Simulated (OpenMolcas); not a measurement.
## Multiconfigurational calculation on Co3+

Input:

```
&GATEWAY
Coord
1

Co 0.0 0.0 0.0
Basis=ANO-RCC-VTZP
Group=XYZ
NoMove
AngMom=0.0 0.0 0.0
AMFI
&SEWARD
&RASSCF
FileOrb=start.orb
Symmetry=1
Spin=7
nActEl=6 0 0
Inactive=3 6
Ras2=6 0
CIRoot=1 1 1
SDav=1
CIMx=300
Iter=120 100
PrWF=0.3
OrbListing=Nothing
MaxOrb=0
Atom
>>> COPY $Project.JobIph JOBPRE
&RASSCF
FileOrb=start.orb
Symmetry=1
Spin=5
nActEl=6 0 2
Inactive=3 6
Ras2=6 0
Ras3=0 3
CIRoot=30 30 1
SDav=485
CIMx=300
Iter=120 100
PrWF=0.3
OrbListing=Nothing
MaxOrb=0
Thrs=2.0e-7 1.0e-1 5.0e-4
Atom
>>> COPY $Project.JobIph JOB001
&RASSCF
FileOrb=start.orb
Symmetry=1
Spin=7
nActEl=6 0 2
Inactive=3 6
Ras2=6 0
Ras3=0 3
CIRoot=13 13 1
SDav=46
CIMx=300
Iter=120 100
PrWF=0.3
OrbListing=Nothing
MaxOrb=0
Thrs=2.0e-7 1.0e-1 5.0e-4
Atom
CIOnly
>>> COPY $Project.JobIph JOB002
&RASSCF
FileOrb=start.orb
Symmetry=1
Spin=3
nActEl=6 0 2
Inactive=3 6
Ras2=6 0
Ras3=0 3
CIRoot=102 102 1
SDav=1494
CIMx=300
Iter=120 100
PrWF=0.3
OrbListing=Nothing
MaxOrb=0
Thrs=2.0e-7 1.0e-1 5.0e-4
Atom
CIOnly
>>> COPY $Project.JobIph JOB003
&RASSCF
FileOrb=start.orb
Symmetry=1
Spin=1
nActEl=6 0 2
Inactive=3 6
Ras2=6 0
Ras3=0 3
CIRoot=102 102 1
SDav=1120
CIMx=300
Iter=120 100
PrWF=0.3
OrbListing=Nothing
MaxOrb=0
Thrs=2.0e-7 1.0e-1 5.0e-4
Atom
CIOnly
>>> COPY $Project.JobIph JOB004
&RASSCF
FileOrb=start.orb
Symmetry=2
Spin=5
nActEl=6 0 2
Inactive=3 6
Ras2=6 0
Ras3=0 3
CIRoot=3 3 1
SDav=270
CIMx=300
Iter=120 100
PrWF=0.3
OrbListing=Nothing
MaxOrb=0
Thrs=2.0e-7 1.0e-1 5.0e-4
Atom
>>> COPY $Project.JobIph JOB005
&RASSCF
FileOrb=start.orb
Symmetry=2
Spin=7
nActEl=6 0 2
Inactive=3 6
Ras2=6 0
Ras3=0 3
CIRoot=18 18 1
SDav=18
CIMx=300
Iter=120 100
PrWF=0.3
OrbListing=Nothing
MaxOrb=0
Thrs=2.0e-7 1.0e-1 5.0e-4
Atom
CIOnly
>>> COPY $Project.JobIph JOB006
&RASSCF
FileOrb=start.orb
Symmetry=2
Spin=3
nActEl=6 0 2
Inactive=3 6
Ras2=6 0
Ras3=0 3
CIRoot=102 102 1
SDav=882
CIMx=300
Iter=120 100
PrWF=0.3
OrbListing=Nothing
MaxOrb=0
Thrs=2.0e-7 1.0e-1 5.0e-4
Atom
CIOnly
>>> COPY $Project.JobIph JOB007
&RASSI
NrOfJobIphs=6 30 1 87 86 3 3
1 2 3 4 5 6 7 8 9 10 11 12 13 14 15 16 17 18 19 20 21 22 23 24 25 26 27
28 29 30
1
1 2 3 4 5 6 7 8 9 10 11 12 13 14 15 16 17 18 19 20 21 22 23 24 25 26 27
28 29 30 31 32 33 34 35 36 37 38 39 40 41 42 43 44 45 46 47 48 49 50 51
52 53 54 55 56 57 58 59 60 61 62 63 64 65 66 67 68 69 70 71 72 73 74 75
76 77 78 79 80 81 82 83 84 85 86 87
1 2 3 4 5 6 7 8 9 10 11 12 13 14 15 16 17 18 19 20 21 22 23 24 25 26 27
28 29 30 31 32 33 34 35 36 37 38 39 40 41 42 43 44 45 46 47 48 49 50 51
52 53 54 55 56 57 58 59 60 61 62 63 64 65 66 67 68 69 70 71 72 73 74 75
76 77 78 79 80 81 82 83 84 85 86
1 2 3
1 2 3
IphNames
JOB001
JOB002
JOB003
JOB004
JOB005
JOB006
EJob
SpinOrbit
DIPRint=1.0
SOCoupling=1000.0
Subsets=2
Property=9
'ANGMOM' 1 'ANGMOM' 2 'ANGMOM' 3 'MLTPL  1' 1 'MLTPL  1' 2 'MLTPL  1' 3
'AMFI' 1 'AMFI' 2 'AMFI' 3
SOProperty=3
'ANGMOM' 1 'ANGMOM' 2 'ANGMOM' 3
```

A driver script runs the steps one by one and writes start.orb anew before each from the orbitals found so far, so a CI-only block uses the converged orbitals of the first block.

Output, cut to the results:

```
--- SEWARD ---
Basis set label: CO.ANO-RCC...6S5P3D2F1G.

      Electronic valence basis set:
      ------------------
      Associated Effective Charge  27.000000 au
      Associated Actual Charge     27.000000 au
      Nuclear Model: Point charge

      Shell  nPrim  nBasis  Cartesian Spherical Contaminant
         s      21       6        X
         p      15       5        X
         d      10       3                 X
         f       6       2                 X
         g       4       1                 X
                  Relativistic Douglas-Kroll-Hess integrals:
                    - DKH order of Hamiltonian: 2
                    - DKH order of Properties : 0
                  Atomic mean-field integrals
--- RASSCF ---
Wave function specifications:
      -----------------------------

      Number of closed shell electrons          18
      Number of electrons in active shells       6
      Max number of holes in RAS1 space          0
      Max nr of electrons in RAS3 space          2
      Number of inactive orbitals                9
      Number of active orbitals                  9
      Number of secondary orbitals              41
      Spin quantum number                      2.0
      State symmetry                             1
Orbital specifications:
      -----------------------

      Symmetry species                           1   2
                                                ag  au
      Frozen orbitals                            0   0
      Inactive orbitals                          3   6
      Active orbitals                            6   3
      RAS1 orbitals                              0   0
      RAS2 orbitals                              6   0
      RAS3 orbitals                              0   3
      Secondary orbitals                        21  20
      Deleted orbitals                           0   0
      Number of basis functions                 30  29
      Number of CSFs                           485
      Number of root(s) required                30
      Iter CI   SX   CI       RASSCF       Energy    max ROT     max BLB   max BLB  Level Ln srch  Step   QN
          iter iter root      energy       change     param      element    value   shift minimum  type update
 Nr of preliminary CI iterations:   1
      Total energies have been shifted. Add                -1000.00 au
        1   1    8    0  -389.29251733    0.00E+00   2.48E-01*   4  10 2  4.44E-02*  0.00   0.00    SX    NO
        2   1    8    0  -389.29439378   -1.88E-03*  1.34E-01*   4  10 2 -2.73E-02*  0.00   0.00    SX    NO
        3   1    8    0  -389.29517719   -7.83E-04*  9.22E-02    4   7 2 -1.59E-02*  0.00   0.00    SX    NO
        4   1    7    0  -389.29548388   -3.07E-04*  5.65E-02    4   7 2  1.03E-02*  0.00   0.00    SX    NO
        5   1    7    0  -389.29560285   -1.19E-04*  2.85E-02    4   7 2 -6.91E-03*  0.00   0.72    QN   YES
        6   1    7    0  -389.29565416   -5.13E-05*  1.52E-02    4   7 2 -1.82E-03*  0.00   1.57    LS   YES
        7   1    7    0  -389.29566194   -7.78E-06* -2.53E-02    4   7 2  1.00E-03*  0.00   1.07    QN   YES
        8   1    6    0  -389.29566916   -7.21E-06* -1.71E-02    4   7 2  5.07E-04*  0.00   1.73    LS   YES
        9   1    6    0  -389.29567069   -1.54E-06* -1.34E-03    4   7 2  1.66E-04   0.00   1.08    QN   YES
       10   1    4    0  -389.29567072   -2.39E-08  -8.19E-05    4  10 2 -5.88E-06   0.00   1.03    QN   YES
      Convergence after 10 iterations
       11   1    4    0  -389.29567072   -5.96E-11  -8.19E-05    4  10 2 -2.23E-07   0.00   1.03    QN   YES
      Natural orbitals and occupation numbers for root  1
      sym 1:   0.999862   0.999873   1.999220   0.999870   0.999861   0.000078
      sym 2:   0.000510   0.000472   0.000254
      Natural orbitals and occupation numbers for root  2
      sym 1:   0.999870   0.999862   0.999861   1.999220   0.999873   0.000078
      sym 2:   0.000499   0.000253   0.000484
      Natural orbitals and occupation numbers for root  3
      sym 1:   0.999866   1.999226   0.999860   0.999858   0.999868   0.000085
      sym 2:   0.000306   0.000362   0.000568
::    RASSCF root number  1 Total energy:  -1389.78957217
::    RASSCF root number  2 Total energy:  -1389.78957217
::    RASSCF root number  3 Total energy:  -1389.78957217
::    RASSCF root number  4 Total energy:  -1389.78957217
::    RASSCF root number  5 Total energy:  -1389.78957217
::    RASSCF root number  6 Total energy:  -1389.38697631
...
--- RASSI ---
SPIN-FREE ENERGIES:
  (Shifted by EMIN (a.u.) =      -1389.7895721663)

 SF State       Relative EMIN(au)   Rel lowest level(eV)    D:o, cm**(-1)      L_eff

     1             0.0000000000        0.0000000000              0.0000         2.0
     2             0.0000000000        0.0000000000              0.0000         2.0
     3             0.0000000000        0.0000000000              0.0000         2.0
     4             0.0000000000        0.0000000000              0.0000         2.0
     5             0.0000000000        0.0000000000              0.0000         2.0
    32             0.1240235714        3.3748533044          27220.0276         5.0
    33             0.1240235714        3.3748533044          27220.0276         5.0
    34             0.1240235714        3.3748533044          27220.0276         5.0
    35             0.1240235714        3.3748533044          27220.0276         5.0
    36             0.1240235714        3.3748533044          27220.0276         5.0
    37             0.1240235714        3.3748533044          27220.0276         5.0
    38             0.1240235714        3.3748533044          27220.0276         5.0
    39             0.1240235714        3.3748533044          27220.0276         5.0
    40             0.1240235714        3.3748533044          27220.0276         5.0
    41             0.1240235714        3.3748533044          27220.0276         5.0
    42             0.1240235714        3.3748533044          27220.0276         5.0
    43             0.1364634075        3.7133584891          29950.2560         1.0
    44             0.1364634075        3.7133584891          29950.2560         1.0
    45             0.1364634075        3.7133584891          29950.2560         1.0
    46             0.1413406221        3.8460742592          31020.6809         3.0
    47             0.1413406221        3.8460742592          31020.6809         3.0
...
```

Levels above the lowest, from the spin-orbit matrix, grouped by J:

```csv
Configuration,Term,J,E (cm⁻¹),Measured (cm⁻¹),Term weight %
3d⁶,⁵D,4,0.0,0.0,100
3d⁶,⁵D,3,708,639,100
3d⁶,⁵D,2,1202,1078,100
3d⁶,⁵D,1,1520,,100
3d⁶,⁵D,0,1675,1494,100
3d⁶,³H,6,27568,23680,100
3d⁶,³H,5,27926,24032,99
3d⁶,³H,4,28183,24272,98
3d⁶,³P(1),2,29650,22883,100
3d⁶,³F(1),4,31277,25396,94
3d⁶,³F(1),3,31685,25736,96
3d⁶,³P(1),1,31737,24729,100
3d⁶,³F(1),2,31987,25969,100
3d⁶,³P(1),0,32575,25449,99
3d⁶,³G,5,34713,29022,99
3d⁶,³G,4,35386,29592,94
3d⁶,³G,3,35669,29868,96
3d⁶,¹I,6,41615,35943,100
3d⁶,¹G(1),4,43642,36683,98
3d⁶,³D,1,44761,,100
3d⁶,³D,2,44788,,99
3d⁶,³D,3,44993,36554,100
3d⁶,¹S(1),0,50460,41442,99
3d⁶,¹D(1),2,54209,42342,99
```

Against the 20 measured excited levels shown (Sugar and Corliss, J. Phys. Chem. Ref. Data 10, 1097 (1981)) the mean absolute deviation is 5500 cm-1; the largest miss in energy is 3d⁶ ¹D₂(1): computed 54209, measured 42342 cm⁻¹ (+28.0 %).

Some high roots are left out of the spin-orbit mixing, which shifts the levels that they would mix with. Without dynamic correlation excited terms often stand tens of per cent too high (terms of higher spin than the ground term too low), and those without a measured partner can miss by more than the paired ones. Terms from blocks run as CI alone lack orbitals of their own. Measured partners are found by configuration, term and J. A level has none where our copy of the source lacks it or the pairing is in doubt (some pairs that miss far off the trend of their configuration count as doubtful), and it then counts in no deviation. Levels of configurations outside the active space are missing. The first state left out of the spin-orbit step lies near 150000 cm-1 above the lowest spin-free state of the reference (among the parities and spins computed), and the list stops at four fifths of that energy or lower. The table shows the lowest 24 of 40 levels.

The term weight is that of the spin-free term in the level, not the purity of its configuration. A number in round brackets counts repeated terms of one configuration in the order of the reference energies.
